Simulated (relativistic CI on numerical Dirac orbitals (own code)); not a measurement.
## Slater and spin-orbit integrals, Ir11+

Method of calculation: Dirac-Coulomb-Breit CI, orbitals from a KLI potential per configuration, a model potential for QED, unscaled Slater integrals (own radial code, finite nucleus).

Slater integrals F^k, G^k are unscaled and averaged over j, outside the closed core [Kr] 4d10; ζ comes from projecting the Hamiltonian with its Breit term on Σ l·s of the shell.

- 4f14 5s2 5p4: F^2(5p,5p) = 104240, ζ(5p) = 89081 cm⁻¹; <r>(5p) = 1.028, <r^2>(5p) = 1.181 (bohr units).
- 4f13 5s2 5p5: ζ(4f) = 6928.4, F^2(4f,5p) = 77291, G^2(4f,5p) = 29238, G^4(4f,5p) = 25175, ζ(5p) = 91600 cm⁻¹; <r>(4f) = 0.5115, <r^2>(4f) = 0.3136, <r>(5p) = 1.018, <r^2>(5p) = 1.158 (bohr units).
- 4f14 5s 5p5: G^1(5s,5p) = 135680, ζ(5p) = 88643 cm⁻¹; <r>(5s) = 0.9282, <r^2>(5s) = 0.9605, <r>(5p) = 1.027, <r^2>(5p) = 1.179 (bohr units).

In this model ζ of a weakly bound d, f or g electron outside closed shells comes out too small, for d by up to a factor of two or three and at times with the wrong sign; that of an outer p electron is too small as well.

Averages of the first 10 configurations, taken without configuration mixing, which lowers the lowest level and can move excited configurations by several eV; other configurations of the list can lie among them:

```tsv
Configuration	Parity	States	Average energy above the lowest level (eV)
4f14 5s2 5p4	even	15	12.8
4f13 5s2 5p5	even	84	36.9
4f14 5s 5p5	odd	12	64.0
4f14 5s2 5p3 5d	odd	200	75.3
4f14 5s 5p4 5d	even	300	124.7
4f14 5s2 5p3 5f	even	280	135.2
4f13 5s2 5p4 5d	odd	2100	100.1
4f14 5s2 5p3 5g	odd	360	172.1
4f14 5s2 5p3 6s	odd	40	109.9
4f14 5p6	even	1	120.0
```
